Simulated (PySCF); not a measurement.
## BPb at UHF

Computed with UHF; B def2-SVP, Pb def2-SVP with ECP60; scalar-relativistic core potentials (PySCF 2.14).

| Item | Value |
| --- | --- |
| state | ⁴Σ⁻ (quartet), unpaired electrons σ ↑, π ↑↑ |
| bond length | 2.239 Å |
| harmonic wavenumber | 499 cm⁻¹ |
| force constant | 1.53 mdyn/Å |
| rotational constant Be | 0.3216 cm⁻¹ |
| anharmonicity ωexe | 7.13 cm⁻¹ |
| vibration–rotation constant αe | 0.00428 cm⁻¹ |
| well depth De to B + Pb | 1.22 eV |
| dissociation energy D0 | 1.19 eV |
| bond order (Mayer) | 1.79 |
| dipole moment (positive dipole means B(−)Pb(+)) | 1.36 D |

These are scalar-relativistic numbers at best; spin–orbit coupling would shift them, the dissociation energy most. Hartree–Fock leaves out correlation, which carries a large part of most bond energies and some tenths to 1 eV of ionisation energies. The state was picked by a PBE0 search and need not be the measured ground state.
